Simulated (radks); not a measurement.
The promethium ion Pm52+, 9 electrons, occupied as [He] 2s2 2p5. Calculated with a radial shooting solver on a logarithmic mesh with Libxc functionals: scalar-relativistic Kohn-Sham, BP86, spin-polarised, spherical densities, finite nucleus; open shells are filled with parallel spins first (spin-orbit coupling, left out, can overturn this in heavy ions); Fermi nuclear charge, rms radius 4.962 fm.

Normalised radial functions P(r) = r R(r), r in bohr:

r         1s down   2p up  2p down
0.001208   1.4184  0.0135   0.0135
0.001598   1.7799  0.0219   0.0219
0.002131   2.2301  0.0359   0.0359
0.002842   2.7640  0.0590   0.0589
0.003761   3.3585  0.0953   0.0952
0.005016   4.0270  0.1554   0.1553
0.00669    4.7072  0.2515   0.2514
0.008852   5.3041  0.3969   0.3966
0.01181    5.7377  0.6231   0.6227
0.01575    5.8482  0.9532   0.9525
0.02083    5.5233  1.3924   1.3913
0.02779    4.6970  1.9595   1.9579
0.03706    3.4764  2.5834   2.5811
0.04904    2.1752  3.1097   3.1070
0.06541    1.0561  3.3591   3.3570
0.08724    0.3712  3.1154   3.1149
0.1154     0.0891  2.3869   2.3885
0.154      0.0117  1.3951   1.3979
0.2053     0.0007  0.5722   0.5745
0.2717     0.0000  0.1532   0.1542

1s down: eigenvalue -49232 eV, 0 radial nodes, <r> = 0.0231 bohr, 90 % of the charge inside 0.0418 bohr. 2p up: eigenvalue -10461.3 eV, 0 radial nodes, <r> = 0.0845 bohr, 90 % of the charge inside 0.137 bohr. 2p down: eigenvalue -10439.4 eV, 0 radial nodes, <r> = 0.0846 bohr, 90 % of the charge inside 0.137 bohr.
